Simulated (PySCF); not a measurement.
## A survey of 15N NMR shifts

Averaged over atoms made equivalent by symmetry, fast rotation or ring inversion, single conformer, gas phase, relativity neglected. GFN2-xTB structure; NMR shieldings at PBE0/pcSseg-1/GIAO; PySCF 2.14.0 with density-fitted response routines.

Shieldings were converted by a linear fit to measured shifts: 15N (scatter 6.3 ppm rms vs CH3NO2, solution or neat liquid). A few per cent of atoms miss by over 2 rms, more outside the fitted compound classes.

Problem. Match the shifts -123.5, -248.1, -283.3, -313.0 ppm to `O=CNC1=CCC(F)=C1`, `CC(C)O[Si@H]1C[C@@H](C#N)C1`, `C=C1[C@@H](CCC=O)[SiH2]N1C`, `C#C[C@@H]1C(=O)NC[C@@H]1F`.

Solution. -123.5: CC(C)O[Si@H]1C[C@@H](C#N)C1 (nitrile nitrogen); -248.1: O=CNC1=CCC(F)=C1 (amide-type nitrogen); -283.3: C#C[C@@H]1C(=O)NC[C@@H]1F (amide-type nitrogen); -313.0: C=C1[C@@H](CCC=O)[SiH2]N1C (enamine nitrogen).
